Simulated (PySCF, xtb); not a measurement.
C4H8OSi, SMILES C/C=C1/OC[SiH2]1.

GFN2-xTB (xtb) at its own geometry gives an orbital gap of 3.73 eV and a dipole moment of 2.59 D.

Geometry optimised at ωB97X-D3(BJ)/def2-SVP. The structure was generated by enumeration; whether it is a known compound was not checked.

### Question
What does ωB97X/def2-TZVP (PySCF) give? (An estimate is asked for; the answer gives what the named calculation found.)

### Answer
gap 10.31 eV (levels -8.49 and 1.82 eV), dipole 1.59 D.
